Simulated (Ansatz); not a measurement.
Consider the ligand exchange at a W–F bond: `[O]=[W](=[O])([F])[Cl]` + HCl → `[O]=[W](=[O])([Cl])[Cl]` + H–F.

Computed with Ansatz on PBE0-D4/def2-TZVP structures; ΔE is electronic, products minus reactants. CCSD(T)/CBS is the MP2 limit (def2-TZVPP, def2-QZVPP) plus CCSD(T) − MP2 in def2-TZVPP, frozen cores. This one scheme is used for every species. DFT in def2-TZVPP. def2 core potentials past Kr. For W outer-core shells are correlated without core-valence functions, which leaves a few kJ/mol of doubt a bond.

```tsv
level	ΔE (kJ/mol)	difference from CCSD(T)/CBS
LDA (SPW92)	-0.3	10.2
PBE-D4	-0.2	10.3
PBE0-D4	-4.7	5.8
r2SCANh-D4	1.0	11.5
r2SCAN0-D4	-2.1	8.4
BHLYP-D4	-1.4	9.1
CAM-B3LYP-D4	9.1	19.6
PBE-QIDH	-11.3	-0.8
PBE0	-1.5	9.0
r2SCANh	2.0	12.5
r2SCAN0	-1.0	9.5
CAM-B3LYP	12.7	23.2
RPA@PBE/def2-TZVPP	-0.7	9.8
CCSD/def2-SVP	9.3	19.8
CCSD/def2-TZVPP	-1.9	8.6
CCSD/CBS(def2)	-6.4	4.1
CCSD(T)/CBS	-10.5	0
```

(1) What do rigid-rotor, harmonic-oscillator terms from PBE0-D4/def2-TZVP frequencies (298.15 K, 1 bar) make of the CCSD(T)/CBS value? (Estimate.)

Largest T1 diagnostic among the species: 0.022, so the coupled-cluster value is less sure than usual.

## Answers

(1) Computed: ΔZPE = +4.5 kJ/mol, ΔH = -5.1 kJ/mol, ΔS = -7 J/(mol·K), ΔG = -2.9 kJ/mol.

In def2-TZVPP, CCSD(T) changes the Hartree–Fock value by −14.8 kJ/mol (the triples alone add −4.1 kJ/mol) and MP2 by −32.0 kJ/mol. At CCSD(T), def2-SVP lies +17.9 kJ/mol from the extrapolated value and def2-TZVPP +4.5 kJ/mol. Leaving LDA and LC-ωPBE aside and taking each functional with its dispersion term where it has one, the values spread over 20.4 kJ/mol, from PBE-QIDH to CAM-B3LYP-D4. LDA lies −3.8 kJ/mol from PBE without D4.
